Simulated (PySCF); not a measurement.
Does the answer move with the share of exact exchange?

Species: CH5F3GaN.
SMILES: `[NH3+][GaH2-][C](F)(F)F`

Torsions of this conformer, `[NH3+:1][GaH2-:2][C:3]([F:4])([F:5])[F:6]`: N1–Ga2–C3–F4 180°.

PySCF, def2-SVPD basis, density fitting, gas phase, PBE0-D3(BJ)/def2-SVP geometry; singlet excitations by full TDDFT with frozen cores, triplets by Tamm–Dancoff TDDFT and ionisation energies by ΔSCF, from the lowest of the holes tried. One functional is left out:

```tsv
functional	exact exchange (%)	HOMO energy (eV)	LUMO energy (eV)	lowest singlet excitation (eV)	lowest triplet excitation (eV)	dipole moment (D)	mean polarisability (au)	vertical ionisation energy (eV)
LDA	0	-6.72	-1.43	5.35	5.22	5.294	62.1	9.93
PBE	0	-6.56	-1.34	5.27	5.15	5.228	61.2	9.75
PBE0	25	-8.01	-0.58	6.36	6.11	5.340	57.6	10.18
BHandHLYP	50	-9.45	-0.06	7.03	6.64	5.446	54.9	10.53
```

Question: Predict the row of B3LYP (20 % exact exchange) by straight lines through the other rows, and check it.

Answer: 
```csv
property,line,computed,computed − line,"PBE0 (25 %), for comparison"
HOMO energy (eV),-7.76,-7.82,-0.06,-8.01
LUMO energy (eV),-0.82,-0.91,-0.09,-0.58
lowest singlet excitation (eV),6.05,6.08,+0.03,6.36
lowest triplet excitation (eV),5.82,5.91,+0.09,6.11
dipole moment (D),5.332,5.334,+0.002,5.340
mean polarisability (au),58.8,58.3,-0.5,57.6
vertical ionisation energy (eV),10.11,10.21,+0.10,10.18
```

Question: Which of these properties follows the share of exact exchange most closely, and which least?

Answer: Most closely the HOMO energy, least the dipole moment; the correlations over the tabulated rows are HOMO energy -0.999, lowest singlet excitation 0.993, LUMO energy 0.993, lowest triplet excitation 0.990, mean polarisability -0.989, vertical ionisation energy 0.976, dipole moment 0.953. The HOMO energy moves by -0.561 eV for every 10 %. Functionals with the same share still differ in their other parts: at 0 % LDA and PBE differ by 0.16 eV in it.
